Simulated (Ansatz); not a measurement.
Stretch profile

SiHICl (SMILES Cl[SiH]I), doublet, at its PBE0-D4/def2-TZVP minimum:

Cl1  (-1.826, -0.605, -0.147)
Si2  (0.078, 0.051, -0.534)
I3  (1.700, -1.023, 0.926)
H4  (0.103, 1.516, -0.265)
(Å)

The bond length Si2–I3 (2.432 Å at the minimum) is set to the values below, with the rest relaxed at PBE0-D4/def2-TZVP at each step. Each method's energies count from its own value at the PBE0-D4 minimum structure. 2 of 9 computed points, where the reference changed state or T1 grew large, are left out. Computed with Ansatz 0.2.0 (basis: def2-TZVPP); correlated methods freeze the cores; orbitals are unrestricted. Filled d shells of the heavier atoms are correlated. Core potentials replace the inner electrons of the atoms past krypton. The def2 sets are not built for correlating such inner shells, so the correlated values are less sure here. B3LYP uses VWN-RPA correlation.

CCSD(T) energies along the scan:
| bond length (Å) | CCSD(T) (kJ/mol) |
| --- | --- |
| 2.091 | 107.1 |
| 2.163 | 59.9 |
| 2.268 | 19.2 |
| 2.390 | 1.1 |
| 2.526 | 4.2 |
| 2.672 | 23.4 |
| 2.828 | 52.9 |
They count from the CCSD(T) energy at the PBE0-D4 minimum.

Minimum and curvature along this coordinate at CCSD(T): A fifth-order fit through the nearest points gives 2.433 Å, with a curvature of about 12 eV/Å².

Largest difference from the CCSD(T) curve over the scan: r2SCAN-D4 3.8; B3LYP-D4 11.0; wB97M-V 3.3; HF 11.9 kJ/mol. Each curve counts from its own value at the minimum.

No T1 diagnostic of these runs exceeds 0.015. ⟨S²⟩ of the unrestricted Hartree–Fock references: 0.76 to 0.77 (a pure state has 0.75).

For scale, one of the runs: CCSD(T)/def2-TZVPP, 148 basis functions (an equivalent command: `ansatz run in.yaml --threads 4`). Time: 53 s of wall clock on 4 CPU threads; the host was shared. Peak host memory: 2.4 GiB.
